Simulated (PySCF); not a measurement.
CH3F2Sb, singlet, geometry from GFN2-xTB (all electrons, no relativity); CASSCF(2,4)+NEVPT2/STO-3G run with PySCF.

Here is a job for PySCF.
```python
from pyscf import gto, scf, mcscf, mrpt
import numpy

mol = gto.Mole()
mol.atom = '''
    Sb   -0.062893   -0.034618    0.414738
    F    -1.078406   -1.091997   -0.942551
    F    -0.392787    1.650180   -0.607585
    C     1.734264   -0.346314   -0.734929
    H     1.483475   -0.102572   -1.760812
    H     2.039307   -1.382076   -0.657113
    H     2.519918    0.304424   -0.372916
'''
mol.basis = 'sto-3g'
mol.charge = 0
mol.spin = 0
mol.verbose = 4
mol.build()

mf = scf.RHF(mol)
mf.kernel()
mc = mcscf.CASSCF(mf, 4, 2)
mc.fix_spin_(ss=0.0)
mc.kernel()
occ = numpy.linalg.eigvalsh(mc.fcisolver.make_rdm1(mc.ci, mc.ncas, mc.nelecas))[::-1]
ss = mc.fcisolver.spin_square(mc.ci, mc.ncas, mc.nelecas)[0]
print('natural occupations', occ.round(4), ' <S^2>', round(ss, 4))
e2 = mrpt.NEVPT(mc).kernel()
print('E(NEVPT2) = %.10f' % (mc.e_tot + e2))
```

The log (banner, timings and long lists left out):

```
PySCF version 2.14.0

[INPUT] verbose = 4
[INPUT] num. atoms = 7
[INPUT] num. electrons = 78
[INPUT] charge = 0
[INPUT] spin (= nelec alpha-beta = 2S) = 0
[INPUT] symmetry False subgroup None
[INPUT] Mole.unit = angstrom
[INPUT] Symbol           X                Y                Z      unit          X                Y                Z       unit  Magmom
[...]
nuclear repulsion = 401.318061949429
number of shells = 23
number of NR pGTOs = 135
number of NR cGTOs = 45
basis = sto-3g
ecp = {}

******** <class 'pyscf.scf.hf.RHF'> ********
method = RHF
initial guess = minao
damping factor = 0
level_shift factor = 0
DIIS = <class 'pyscf.scf.diis.CDIIS'>
diis_start_cycle = 1
diis_space = 8
diis_damp = 0
SCF conv_tol = 1e-09
SCF conv_tol_grad = None
SCF max_cycles = 50
direct_scf = True
direct_scf_tol = 1e-13
Set gradient conv threshold to 3.16228e-05
Initial guess from minao.
init E= -6467.59423897882
[...]
cycle= 1 E= -6486.4356069939  delta_E= -18.8  |g|= 0.443  |ddm|= 3.14
[...]
cycle= 2 E= -6486.55846804266  delta_E= -0.123  |g|= 0.138  |ddm|= 1.13
[...]
cycle= 3 E= -6486.56777617106  delta_E= -0.00931  |g|= 0.0377  |ddm|= 0.262
[...]
cycle= 4 E= -6486.56912633796  delta_E= -0.00135  |g|= 0.0105  |ddm|= 0.118
[...]
cycle= 5 E= -6486.56923215166  delta_E= -0.000106  |g|= 0.00202  |ddm|= 0.0368
[...]
cycle= 6 E= -6486.56923569271  delta_E= -3.54e-06  |g|= 0.00034  |ddm|= 0.00636
[...]
cycle= 7 E= -6486.56923581496  delta_E= -1.22e-07  |g|= 8.97e-05  |ddm|= 0.00123
[...]
cycle= 8 E= -6486.56923582549  delta_E= -1.05e-08  |g|= 3.23e-05  |ddm|= 0.000345
[...]
cycle= 9 E= -6486.56923582706  delta_E= -1.57e-09  |g|= 6.57e-06  |ddm|= 0.000164
[...]
cycle= 10 E= -6486.56923582717  delta_E= -1.07e-10  |g|= 7.34e-07  |ddm|= 3.52e-05
[...]
Extra cycle  E= -6486.56923582716  delta_E= 1e-11  |g|= 3.23e-07  |ddm|= 1.71e-06
converged SCF energy = -6486.56923582716

******** <class 'pyscf.mcscf.mc1step.CASSCF'> ********
CAS (1e+1e, 4o), ncore = 38, nvir = 3
max_cycle_macro = 50
max_cycle_micro = 4
conv_tol = 1e-07
conv_tol_grad = None
orbital rotation max_stepsize = 0.02
orbital rotation threshold for CI restart = 0.01
augmented hessian ah_max_cycle = 30
augmented hessian ah_conv_tol = 1e-12
augmented hessian ah_linear dependence = 1e-14
augmented hessian ah_level shift = 1e-08
augmented hessian ah_start_tol = 2.5
augmented hessian ah_start_cycle = 3
augmented hessian ah_grad_trust_region = 3
kf_trust_region = 3
kf_interval = 4
ci_response_space = 4
ci_grad_trust_region = 3
[...]
CASCI E = -6486.57669657700  S^2 = 0.0000000
CASSCF energy = -6486.60010041305
CASCI E = -6486.60010041305  E(CI) = -1.42420716409379  S^2 = 0.0000000
[...]
0 Sb 5py        -0.48824   0.67631   0.39373   0.17327
0 Sb 5pz         0.33175  -0.29246   0.55020   0.02508
0 Sb 3dxy        0.00015   0.00022   0.00012   0.00050
0 Sb 3dyz        0.00043   0.00072   0.00058   0.00018
0 Sb 3dz^2       0.00011   0.00008   0.00010   0.00020
0 Sb 3dxz       -0.00014  -0.00013  -0.00033   0.00132
0 Sb 3dx2-y2     0.00042   0.00053   0.00054  -0.00073
0 Sb 4dxy       -0.00254  -0.00655  -0.00472  -0.01459
0 Sb 4dyz       -0.00711  -0.02143  -0.01706  -0.00595
0 Sb 4dz^2      -0.00270  -0.00246  -0.00308  -0.00585
0 Sb 4dxz        0.00292   0.00468   0.00661  -0.03707
0 Sb 4dx2-y2    -0.00843  -0.01639  -0.01418   0.01994
1 F 1s          -0.00005   0.00031  -0.00285  -0.00140
1 F 2s           0.00301  -0.01458   0.14832   0.07868
1 F 2px          0.00510   0.02812   0.27136   0.07928
1 F 2py          0.12466  -0.10505   0.22936   0.17642
1 F 2pz         -0.01787   0.03981   0.30809   0.25763
2 F 1s          -0.00127   0.00300  -0.00077   0.00025
2 F 2s           0.01153  -0.15585   0.03672  -0.01026
2 F 2px         -0.10218  -0.08141   0.00254  -0.10782
2 F 2py          0.62383   0.47664  -0.08826  -0.01507
2 F 2pz         -0.46505  -0.33255  -0.04857  -0.01479
3 C 1s          -0.00022   0.00042  -0.00335   0.00370
3 C 2s           0.02454  -0.01167   0.19449  -0.23975
3 C 2px         -0.05438   0.00281  -0.30712   0.35833
3 C 2py          0.02877  -0.02056   0.04768  -0.07693
3 C 2pz          0.02226   0.00796   0.17587  -0.23798
4 H 1s           0.02894  -0.04083   0.00477   0.06521
5 H 1s          -0.04426   0.05400   0.02352   0.02042
6 H 1s           0.00323  -0.01814  -0.04341  -0.02506
<CAS-nat-orb|mo-hf>  39     37       0.63411545
<CAS-nat-orb|mo-hf>  39     38      -0.43194815
<CAS-nat-orb|mo-hf>  39     39       0.41942138
<CAS-nat-orb|mo-hf>  40     40       0.71704237
<CAS-nat-orb|mo-hf>  40     41      -0.53217018
<CAS-nat-orb|mo-hf>  40     42      -0.44572059
<CAS-nat-orb|mo-hf>  41     40       0.54183016
<CAS-nat-orb|mo-hf>  41     42       0.83449598
<CAS-nat-orb|mo-hf>  42     40       0.43578164
<CAS-nat-orb|mo-hf>  42     41       0.84592805
Sr    (-1)',   E = -0.00000003770520
Si    (+1)',   E = -0.00523455899118
Sijrs (0)  ,   E = -0.03833183869769
Sijr  (+1) ,   E = -0.01405850401204
Srsi  (-1) ,   E = -0.00012152695513
Srs   (-2) ,   E = -0.00000022139839
Sij   (+2) ,   E = -0.03318309860012
Sir   (0)' ,   E = -0.00037496856624
Nevpt2 Energy = -0.091304754925993
E(NEVPT2) = -6486.6914051680
```
